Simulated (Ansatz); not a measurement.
Born–Oppenheimer molecular dynamics of ClH₅O₂Si (9 atoms, charge 0, multiplicity 1). It starts at the highest image of a converged band. Of that band: Neighbouring images differ by up to 1.3 eV, so the band resolves the path poorly. A vibrational analysis at the climbing image gives one clearly imaginary mode, 1353i cm⁻¹: a first-order saddle point.

Level of theory: Ansatz, RKS PBE0-D4/6-31G*.

```
ensemble                      : NVE (velocity Verlet)
time step                     : 0.5 fs
steps asked                   : 200
starting velocities drawn for : 100 K
seed                          : 3478
```

First frame:

```xyz
9
Properties=species:S:1:pos:R:3
Si 0.006 -0.215 0.028
O 0.550 0.018 1.761
H -0.127 0.471 2.291
H 1.272 0.206 -0.595
O -1.273 0.810 0.283
H -1.929 0.786 -0.427
Cl -0.820 -1.296 -1.626
H 0.108 -1.794 0.707
H 0.305 -1.236 1.468
```

Task: How far do the bonds stretch over the last three quarters of this one trajectory? (Pairs bonded in most of those frames.)

Result: 
```csv
bond,mean (Å),spread (Å),shortest,longest
Si1–O2,1.662,0.059,1.57,1.75
Si1–H4,1.475,0.020,1.44,1.51
Si1–O5,1.653,0.024,1.61,1.69
Si1–Cl7,2.112,0.052,2.07,2.23
O2–H3,0.968,0.005,0.96,0.98
O5–H6,0.967,0.008,0.95,0.98
H8–H9,0.749,0.034,0.70,0.80
```

Mean temperature of the second half: 1935 K. The conserved energy stayed within 0.14 meV per atom of its start (net change -0.14 meV per atom), so the integration is sound. The kinetic energy rose, since the run started high on the potential surface and went downhill. It ends in pieces (ClH3O2Si + H2), so much of that is their flight and rotation, not heat. A run of 0.1 ps of so small a system gives no equilibrium averages. The orbitals stay closed-shell, which can raise the energy where a bond breaks towards radicals; this wasn't checked here.

Run time: 12 min on 1 thread of Arm Neoverse V1, with other jobs on the host, peak memory 0.18 GiB.
